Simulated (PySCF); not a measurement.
**Dipole moment and polarisability of HCF2CF2OMe**

Species: HCF2CF2OMe, C3H4F4O.
Geometry (GFN2-xTB, Å), atoms numbered from 1 in this order:
```xyz
12
C3H4F4O angstrom
C     -1.9185    0.1368    0.1106
O     -0.5626    0.6080    0.0607
C      0.3770   -0.3310    0.1634
F      0.2477   -1.3120   -0.7651
F      0.3090   -0.9961    1.3591
C      1.7700    0.3332    0.0677
F      1.8864    0.9843   -1.1006
F      2.7393   -0.5936    0.1138
H     -2.5288    1.0306    0.0262
H     -2.1086   -0.3670    1.0598
H     -2.1173   -0.5395   -0.7220
H      1.9077    1.0456    0.8946
```

Level: CAM-B3LYP/def2-SVPD (PySCF), static field, nuclei fixed, core orbitals frozen in the response. The polarisability tensor in these axes (au):

```
x   52.37 -1.10 -0.19
y   -1.10 43.08 -0.64
z   -0.19 -0.64 42.63
```

Give the principal values, the mean and the anisotropy Δα = √{½[(α1 − α2)² + (α2 − α3)² + (α1 − α3)²]}.

Principal values 42.12, 43.47 and 52.50 au; mean 46.03 au = 6.82 Å³ = 7.59 × 10⁻⁴⁰ C²·m²/J; Δα = 9.78 au (21 % of the mean).

What is the dipole moment, and where does it point?

(-2.46, 1.20, 1.07) D, 2.94 D in size, pointing from the negative to the positive side. Measured along this direction, the outermost atoms are F8 at the negative end and H9 at the positive end.

Orientational against electronic polarisability at 250 K (dilute gas, rigid molecules)?

In Gaussian units μ²/3kT = 83.44 Å³ against 6.82 Å³, a ratio of 12.23; the Debye molar polarisation (4π/3)N_A(α + μ²/3kT) is 227.7 cm³/mol, leaving out the vibrational part.

In TDDFT the mean static polarisability is Σ f/ω² over all singlet excitations (ω in hartree). How much of it do the 8 lowest give? Their energies (eV) and oscillator strengths: 9.10, 0.0071; 9.53, 0.0117; 9.78, 0.0288; 10.14, 0.0356; 10.18, 0.0132; 10.29, 0.0269; 10.34, 0.0209; 10.62, 0.0077.

They add up to 1.12 au, 2.4 % of the 46.03 au; the largest single term is 0.26 au, from the state at 10.14 eV. Terms in order: 0.06, 0.10, 0.22, 0.26, 0.09, 0.19, 0.15, 0.05 au. Higher excitations give the rest. The strengths listed sum to 0.152.

What would n − 1 = 2πNα be for an ideal gas of these molecules at 400 K and 1 atm, electronic part alone?

N = p/kT = 1.8347 × 10¹⁹ cm⁻³, so n − 1 = 2π × N × 6.82 × 10⁻²⁴ cm³ = 786 × 10⁻⁶ at long wavelengths.

Directions of the eigenvectors, and the extent of the frame along each?

Largest value along (0.99, -0.12, -0.01), where the nuclei span 5.42 Å; middle along (0.08, 0.78, -0.62), 3.20 Å; least along (0.08, 0.61, 0.79), 2.88 Å. The response follows the extents in order.

Find the Langevin capture rate constant for H3+ (3.023 u) meeting this molecule (132.020 u), k = 2.342 × 10⁻⁹ cm³/s × √(α in Å³ / reduced mass in u).

The reduced mass is 2.96 u, so k = 3.56 × 10⁻⁹ cm³/s. The formula leaves out the permanent dipole, which adds to the capture rate.

One conformer (not necessarily the lowest) at the GFN2-xTB geometry, without solvent, vibrations or thermal averaging.

The run behind these numbers computed excited states as well. Hardware: x86-64 server, one thread, shared host. Cost: 39 s wall.
